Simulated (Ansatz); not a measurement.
CH9FSi3 can be A, `C[Si](F)([SiH3])[SiH3]`, or B, `FC([SiH3])([SiH3])[SiH3]`.

Calculated with Ansatz (gas phase, PBE0-D4/def2-TZVP geometries, no zero-point term in ΔE). CCSD(T)/CBS is the MP2 limit (def2-TZVPP, def2-QZVPP) plus CCSD(T) − MP2 in def2-TZVPP, frozen cores. DFT in def2-TZVPP. B3LYP here is the variant with VWN-RPA as its local correlation; programs differ in this.

Question: Which isomer does CCSD(T)/CBS put lower? Give the gap. (Best estimate.)

Answer: Ansatz gave: A, by 261.3 kJ/mol.

Question: Give E(B) − E(A) in kJ/mol with PBE0-D4, r2SCAN-D4, CCSD(T)/def2-TZVPP, PBE-D4, B2PLYP, B3LYP-D4, B3LYP. (Estimate.)

Answer: Ansatz gave: PBE0-D4 268.9, r2SCAN-D4 265.6, CCSD(T)/def2-TZVPP 257.8, PBE-D4 264.1, B2PLYP 261.1, B3LYP-D4 256.4, B3LYP 263.4. None reverses the order clearly.

Largest T1 diagnostic: 0.013.

The D4 term adds −7.1 kJ/mol with B3LYP and −3.3 kJ/mol with PBE0; it sums over pairs of atoms, weighted by their polarisabilities, and B3LYP, whose exchange is more repulsive, gets the larger term. From PBE to PBE0 (25 % exact exchange), in def2-TZVPP and without D4, E(B) − E(A) moves by +3.9 kJ/mol.
